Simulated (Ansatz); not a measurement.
SiGe₆, relaxed as a singlet with RKS B3LYP-D4/def2-SVP in Ansatz, starting from the GFN2-xTB geometry. Force threshold 0.02 eV/Å.

Another isomer (singlet) lies 1.12 eV lower at PBE0-D4/def2-TZVP; other spin states weren't run for this one.

Start:

```tsv
atom	x (Å)	y (Å)	z (Å)
Si1	-0.226	1.393	-0.711
Ge2	1.022	-0.525	0.663
Ge3	-0.981	0.477	1.912
Ge4	0.114	-2.465	-0.836
Ge5	0.749	2.182	1.241
Ge6	-1.490	-0.713	-0.288
Ge7	0.811	-0.349	-1.983
```

Q: Estimate the energy that the relaxation releases and the steps that it takes.

A: 17.3 kJ/mol, in 7 steps; 76 s on 4 threads of Intel Xeon Platinum 8175M on a shared host. No frequencies were taken in this run, so the end may be a saddle point.

Q: Does the start keep its bonding?

A: By distances, no bond broke or formed. The bond that changes most is Ge2–Ge5, from 2.78 to 2.96 Å (atoms count from 1).

Q: Predict the relaxed structure.

A: 
```xyz
7

Si   -0.209    1.369   -0.682
Ge    1.078   -0.558    0.681
Ge   -0.986    0.475    1.939
Ge    0.065   -2.535   -0.888
Ge    0.730    2.325    1.266
Ge   -1.541   -0.724   -0.280
Ge    0.864   -0.353   -2.036
```
Bond lengths: 8 × Ge–Ge 2.50 to 2.79 Å; 4 × Ge–Si 2.36 to 2.69 Å.
